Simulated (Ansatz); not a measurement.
Wavefunction ladder for CH$_{6}$OSSn (`C[O][SnH2][SH]`)

Z-matrix (Å, degrees):
```
C
O 1 1.405
H 1 1.100 2 112.4
H 1 1.098 2 112.3 3 122.3
H 1 1.094 2 108.2 3 -118.8
Sn 2 1.962 1 119.7 3 -63.5
S 6 2.399 2 108.6 1 -54.8
H 6 1.695 2 103.8 1 -171.8
H 6 1.707 2 108.2 1 62.9
H 7 1.343 6 93.2 2 95.3
```

Total charge 0; spin multiplicity 1. Correlated methods include outer-core shells of Sn, which these sets cover unevenly. Sn: def2 effective core potential. The geometry is a stationary point of PBE0-D4/def2-TZVP. It is one conformer, not always the lowest. Frozen core, restricted reference, Ansatz 0.2.0.

```json
{"basis": "def2-SVP", "HF (Eh)": "-726.89079", "MP2 corr.": "-0.57668"}
{"basis": "def2-TZVPP", "HF (Eh)": "-727.18256", "MP2 corr.": "-0.92459"}
{"basis": "def2-QZVPP", "HF (Eh)": "-727.20209", "MP2 corr.": "-1.18459"}
```

Question: Estimate the CCSD correlation energy and the (T) correction in each basis where they were run (hartree).

Answer: 
```json
{"basis": "def2-SVP", "CCSD corr.": "-0.62762", "(T)": "-0.01686"}
{"basis": "def2-TZVPP", "CCSD corr.": "-0.95864", "(T)": "-0.03512"}
```
